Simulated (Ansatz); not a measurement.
Start from `[SiH3][SiH3]` and change one atom or group to get `[SiH3][SiH2][SnH3]`.

Ansatz, PBE0-D4/def2-TZVP geometries, multiplicity 1. 

Elements past krypton have def2 core potentials.

```
                                        property  `[SiH3][SiH3]`
  zero-point energy (PBE0-D4/def2-TZVP) / kJ/mol           127.9
            HOMO–LUMO gap (PBE0/def2-TZVPP) / eV            8.68
              HOMO energy (PBE0/def2-TZVPP) / eV           -8.39
               HOMO energy (PBE/def2-TZVPP) / eV           -7.27
size of the dipole moment (B3LYP/def2-TZVPP) / D            0.00
           LUMO energy (ωB97M-V/def2-TZVPP) / eV            1.99
```

Give the same properties after the change, and the shifts. (Best estimate.)

Computed: 
```json
{"property": "zero-point energy (PBE0-D4/def2-TZVP) / kJ/mol", "`[SiH3][SiH2][SnH3]`": "162.1", "shift": "34.2"}
{"property": "HOMO–LUMO gap (PBE0/def2-TZVPP) / eV", "`[SiH3][SiH2][SnH3]`": "7.33", "shift": "-1.35"}
{"property": "HOMO energy (PBE0/def2-TZVPP) / eV", "`[SiH3][SiH2][SnH3]`": "-7.78", "shift": "0.61"}
{"property": "HOMO energy (PBE/def2-TZVPP) / eV", "`[SiH3][SiH2][SnH3]`": "-6.77", "shift": "0.50"}
{"property": "size of the dipole moment (B3LYP/def2-TZVPP) / D", "`[SiH3][SiH2][SnH3]`": "0.36", "shift": "0.36"}
{"property": "LUMO energy (ωB97M-V/def2-TZVPP) / eV", "`[SiH3][SiH2][SnH3]`": "1.12", "shift": "-0.87"}
```

With PBE0 the HOMO rises by 0.61 eV and the LUMO falls by 0.74 eV, so the gap narrows by about 1.35 eV. PBE moves the HOMO by 0.50 eV and ωB97M-V by 0.71 eV. The zero-point energy changes by 34.2 kJ/mol with +9 modes.

B3LYP here is the variant with VWN-RPA as its local correlation; programs differ in this.
